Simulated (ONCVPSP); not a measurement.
What one change does to a pseudopotential (Br (Z = 35), ONCV)

```json
{
  "Element": "Br (Z = 35)",
  "Generator": "ONCVPSP 4.0.1",
  "Type": "optimised norm-conserving Vanderbilt (ONCV)",
  "Functional": "BLYP",
  "Relativity": "scalar-relativistic",
  "Frozen core": "[Ne]",
  "Valence charge": "25",
  "Reference configuration": "3s2 3p6 3d10 4s2 4p4.5 (charge +0.5)",
  "Partial waves": "3s+4s: rc 1.10 bohr, ncon 5, nbas 9, qcut 8.5 1/bohr, 2 projectors; 3p+4p: rc 1.15 bohr, ncon 4, nbas 8, qcut 9.6 1/bohr, 2 projectors; 3d: rc 1.10 bohr, ncon 4, nbas 9, qcut 11.9 1/bohr, local",
  "Local potential": "the d channel",
  "Core correction": "Teter function fitted to the true core (icmod 2), fcfact 0.35"
}
```

Change: reference 3s2 3p6 3d10 4s2 4p5.

Cutoffs: the cutoffs (Ha) at which the residual kinetic energy of the hardest occupied pseudo-wave falls to 1 and 0.1 mHa per electron; they do not see the model core or the augmentation charge, which bear on the density cutoff. Errors are all-electron minus pseudo energies relative to the spin-unpolarised reference configuration.

**Question.** What does the change do?

**Answer.** The potential gets neither clearly harder nor softer (79 Ha and 249 Ha → 79 Ha and 249 Ha); both files keep a bound ghost (s).

```csv
quantity,base,changed
"cutoff, loose",79 Ha,79 Ha
"cutoff, tight",249 Ha,249 Ha
loose cutoff by channel,"s 32 Ha, p 50 Ha, d 79 Ha","s 28 Ha, p 50 Ha, d 79 Ha"
bound ghosts,s,s
GHOST(+) flags under 300 eV,none,none
"largest error over its own tests, meV",-20,-54
s: phases at 1.11 bohr within 0.05 rad from the reference energy up to (Ha; the scan ends near 5),1.6,1.7
p: phases at 1.17 bohr within 0.05 rad from the reference energy up to (Ha; the scan ends near 5),to the end of the scan,to the end of the scan
d: phases at 1.11 bohr within 0.05 rad from the reference energy up to (Ha; the scan ends near 5),-1.6,-1.5
"rms error of d²Exc/dni dnj with the model core, mHa",1.88,1.88
```

 A true bound ghost makes a file unfit for plane-wave use even where its test errors are small: the radial tests pick states by their node count and pass the ghost by.
